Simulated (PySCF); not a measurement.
Species: C₇H₁₄Si.
Geometry (GFN2-xTB, Å), atoms numbered from 1 in this order:
```xyz
22
C7H14Si angstrom
C      0.4384    2.2102    1.4736
C      0.8427    1.3388    0.5588
C      0.1136    0.1528    0.0842
C      0.8312   -0.5824   -1.0332
C      2.0981   -1.2777   -0.5439
Si    -0.8893   -0.8842    1.3424
C     -1.4263    0.3023   -0.0137
C     -2.1486   -0.1378   -1.2669
H      1.0398    3.0617    1.7428
H     -0.5012    2.1146    1.9920
H      1.8074    1.4989    0.0919
H      1.0893    0.1255   -1.8278
H      0.1733   -1.3356   -1.4670
H      2.5928   -1.7927   -1.3650
H      2.7986   -0.5638   -0.1170
H      1.8499   -2.0075    0.2251
H     -0.9136   -0.4661    2.7300
H     -1.0315   -2.3029    1.0616
H     -1.7493    1.2945    0.2871
H     -1.8079    0.4358   -2.1298
H     -3.2183    0.0294   -1.1512
H     -1.9995   -1.1943   -1.4766
```

Probes without a nucleus sit at each ring's centroid and 1 Å off its mean plane on both sides; NICS is minus the shielding there, NICSzz its component along the normal. Level: GIAO PBE0/pcSseg-1 (PySCF, non-relativistic, gas phase) on the GFN2-xTB geometry, one conformer.

Ring bond lengths (Å), with Mayer bond orders in brackets: C3–Si6 1.914 (0.84), Si6–C7 1.880 (0.92), C7–C3 1.550 (0.84).

Task: What do the NICS probes read (ppm)?

Result: 
```csv
ring,type,NICS(0),"NICS(1), two faces","NICS(1)zz, two faces",rms pucker (Å),"centre to ring atoms, mean (Å)"
C3–Si6–C7,3-membered ring with Si; formal bonds all single,-29.1,-7.5 / -7.7,-19.3 / -15.3,0.00,1.03
```

Task: What can be read from them?

Result: 
- C3–Si6–C7: mean NICS(1)zz -17.3 ppm, shielded. C3, Si6, C7 have four or more neighbours, and the NICS criterion for π rings isn't applied. The two faces differ by 4.0 ppm, so no symmetry operation interchanges them. NICS(0) lies 21 ppm below the mean NICS(1).

Task: What field does 11.7 T along the ring normal induce along that normal at the second NICS(1) probe listed for ring C3–Si6–C7, 1 Å off the ring?

Result: NICSzz × B0 = -15.3 ppm × 11.7 T = -179 μT, against the applied field.

Task: How shielded are the nuclei of the rings and their hydrogens (means over atoms taken as equivalent)?

Result: 
| atoms | environment | σ isotropic (ppm) | principal values of the symmetric part, first atom (ppm) |
| --- | --- | --- | --- |
| C3 | sp3 carbon bound to silicon | 153.0 | 119.1, 155.5, 184.4 |
| Si6 | SiH2 silicon | 461.6 | 355.9, 392.5, 636.3 |
| C7 | sp3 carbon bound to silicon | 156.8 | 126.6, 164.8, 179.1 |
| H17 | Si–H hydrogen | 29.05 | 23.8, 27.2, 36.2 |
| H18 | Si–H hydrogen | 29.02 | 23.8, 27.2, 36.1 |
| H19 | methine hydrogen | 30.14 | 24.2, 29.4, 36.8 |

The run took 76 s on an Arm Neoverse N1 with one thread, no GPU (shared host), and the process peaked at 0.98 GiB of memory. This is the whole shielding run at PBE0/pcSseg-1, SCF included.
